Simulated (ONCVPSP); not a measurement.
# Which change was made? (I, ONCV)

```
Element                 : I
Generator               : ONCVPSP 4.0.1
Type                    : optimised norm-conserving Vanderbilt (ONCV)
Functional              : PW91
Relativity              : fully relativistic
Frozen core             : [Kr] 4d10
Valence charge          : 7
Reference configuration : 5s2 5p3 (charge +2)
Partial waves           : 5s: rc 1.35 bohr, ncon 3, nbas 6, qcut 4.3 1/bohr, 2 projectors, debl 0.4 Ha; 5p: rc 1.75 bohr, ncon 3, nbas 6, qcut 3.8 1/bohr, 2 projectors, debl 2.9 Ha
Local potential         : polynomial inside 1.05 bohr (lpopt 1, dvloc0 0 Ha)
Core correction         : Teter function, fcfact 2.75, rcfact 1.8
```

Open shells are filled in proportion to 2j + 1.

In the s channel the program set the typed energies aside and used -1.326, 0.250 Ha.

Cutoffs, loose and tight: the cutoffs (Ha) at which the residual kinetic energy of the hardest occupied pseudo-wave falls to 1 and 0.1 mHa per electron. They do not see the model core or the augmentation charge, which bear on the density cutoff. Test errors are all-electron minus pseudo excitation energies from the reference, over the configurations 5s2 5p5; 5s2 5p4; 5s2 5p2; 5s2 5p4.5; variants that change the core or the reference have their own tests.

The base gives: outcome: generated, projector energies reset by the program; cutoff, loose: 59 Ha; cutoff, tight: 83 Ha; bound ghosts: s; GHOST(+) flags above zero: s, p3/2, p1/2; largest test error (meV): -272.

(1) After one change the result is: outcome: generated, projector energies reset by the program; cutoff, loose: 59 Ha; cutoff, tight: 83 Ha; bound ghosts: s; GHOST(+) flags above zero: s, p3/2, p1/2; largest test error (meV): -54. Which change was it?
A. core correction Teter function, fcfact 2.75, rcfact 1.5
B. core correction Teter function, fcfact 2.75, rcfact 1.22
C. core correction Teter function, fcfact 2.75, rcfact 1.64

Answers

(1) A. The others give: core correction Teter function, fcfact 2.75, rcfact 1.64 → outcome: generated, projector energies reset by the program; cutoff, loose: 59 Ha; cutoff, tight: 83 Ha; bound ghosts: s; GHOST(+) flags above zero: s, p3/2, p1/2; largest test error (meV): -131 | core correction Teter function, fcfact 2.75, rcfact 1.22 → outcome: generated, projector energies reset by the program; cutoff, loose: 59 Ha; cutoff, tight: 83 Ha; bound ghosts: s; GHOST(+) flags above zero: s, p3/2, p1/2; largest test error (meV): -3.8.
